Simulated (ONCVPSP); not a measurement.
## Scattering properties, ONCV potential for Be

* Element: beryllium (Be)
* Generator: ONCVPSP 4.0.1
* Type: optimised norm-conserving Vanderbilt (ONCV)
* Functional: PBE
* Relativity: scalar-relativistic
* Frozen core: none
* Valence charge: 4
* Reference configuration: 1s2 2s1.5 2p0.5
* Partial waves: 1s+2s: rc 0.70 bohr, ncon 4, nbas 7, qcut 15.7 1/bohr, 2 projectors; 2p: rc 4.00 bohr, ncon 4, nbas 7, qcut 3.1 1/bohr, 2 projectors, debl 2.8 Ha; d scattering state at 0.16 Ha: rc 4.30 bohr, ncon 3, nbas 7, qcut 2 1/bohr, 2 projectors, debl 3.3 Ha
* Local potential: polynomial inside 0.55 bohr (lpopt 5, dvloc0 -1 Ha)
* Core correction: none

The phase is arctan(r·R′/R) of the radial function R(r), unwrapped; energies in Ha, scanned from -5 to 5 Ha. A pole is an energy at which the radial function vanishes at the test radius. The pseudo phase is shifted by a multiple of π to meet the all-electron one at the reference energy, and phase errors are pseudo minus all-electron; the curves can meet again beyond the range given. Levels narrower than the energy grid can be missing from the lists of poles.

Question: For each channel, where are the poles, and over which energies does the pseudopotential scatter like the atom?

Answer:

```json
{"channel": "s", "radius (bohr)": "0.71", "reference energy (Ha)": "-0.22", "poles, all-electron": "-2.01", "poles, pseudo": "-2.01", "unbroken range about the reference energy with phases within 0.05 rad": "the whole range", "phase error 1 Ha above the reference energy (rad)": "+0.000"}
{"channel": "p", "radius (bohr)": "4.07", "reference energy (Ha)": "-0.08", "poles, all-electron": "0.03, 0.98, 2.56, 4.78", "poles, pseudo": "0.03, 0.43, 2.54, 4.43", "unbroken range about the reference energy with phases within 0.05 rad": "-0.1 to 0.2", "phase error 1 Ha above the reference energy (rad)": "-0.590"}
{"channel": "d", "radius (bohr)": "4.37", "reference energy (Ha)": "0.16", "poles, all-electron": "0.52, 1.65, 3.33", "poles, pseudo": "0.51, 2.86, 3.42", "unbroken range about the reference energy with phases within 0.05 rad": "below 0.8", "phase error 1 Ha above the reference energy (rad)": "+0.300"}
```

Note: no bound ghost flagged; GHOST(+) flagged for d at 93.8 eV, d at 154.6 eV, d at 370.6 eV.

Phases in the d channel:

| E (Ha) | all-electron | pseudo |
| --- | --- | --- |
| -4.96 | 1.493 | 1.494 |
| -4.48 | 1.489 | 1.490 |
| -4.00 | 1.483 | 1.485 |
| -3.52 | 1.477 | 1.479 |
| -3.04 | 1.470 | 1.472 |
| -2.56 | 1.460 | 1.462 |
| -2.08 | 1.446 | 1.449 |
| -1.60 | 1.427 | 1.431 |
| -1.12 | 1.396 | 1.400 |
| -0.64 | 1.333 | 1.336 |
| -0.16 | 1.092 | 1.094 |
| 0.32 | -1.334 | -1.335 |
| 0.80 | -1.916 | -1.876 |
| 1.28 | -4.568 | -4.384 |
| 1.76 | -4.744 | -4.609 |
| 2.24 | -5.121 | -4.671 |
| 2.72 | -7.714 | -4.705 |
| 3.20 | -7.835 | -4.730 |
| 3.68 | -7.910 | -7.888 |
| 4.16 | -8.198 | -7.913 |
| 4.64 | -10.841 | -7.950 |
